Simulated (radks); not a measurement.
Problem. These are the eigenvalues of the occupied orbitals of an atom or ion with whole-number occupations (hartree). Method: scalar-relativistic Kohn-Sham, PW91, spin-polarised, spherical densities, finite nucleus; Fermi nuclear charge, rms radius of each element as measured or else 0.836 A^(1/3) + 0.57 fm; computed with a radial shooting solver on a logarithmic mesh with Libxc functionals.

| orbital | eigenvalue |
|---|---|
| 1s down | -2494.986 |
| 1s up | -2494.985 |
| 2s up | -445.0900 |
| 2s down | -445.0835 |
| 2p up | -392.5946 |
| 2p down | -392.5899 |
| 3s up | -117.3606 |
| 3s down | -117.1467 |
| 3p up | -101.7353 |
| 3p down | -101.5208 |
| 3d up | -83.46449 |
| 3d down | -83.30082 |
| 4s up | -38.91331 |
| 4s down | -38.54412 |
| 4p up | -33.62022 |
| 4p down | -33.26389 |
| 4d up | -26.86443 |
| 4d down | -26.51469 |
| 4f up | -19.34999 |

Which element is it, and in what charge state? The configuration may be excited. Open shells, if any, are filled with parallel spins first.

Solution. Z = 73, tantalum, charge +20: Ta20+ in [Kr] 4d10 4f7. The list shows which subshells hold electrons but not how many an open one holds; the 1s level, -2495 hartree, gives Z - s = 70.6 by -(Z - s)^2/2, which with screening and relativity narrows Z to a few neighbours, and the depths of the outer levels then fix element, charge and occupations together.
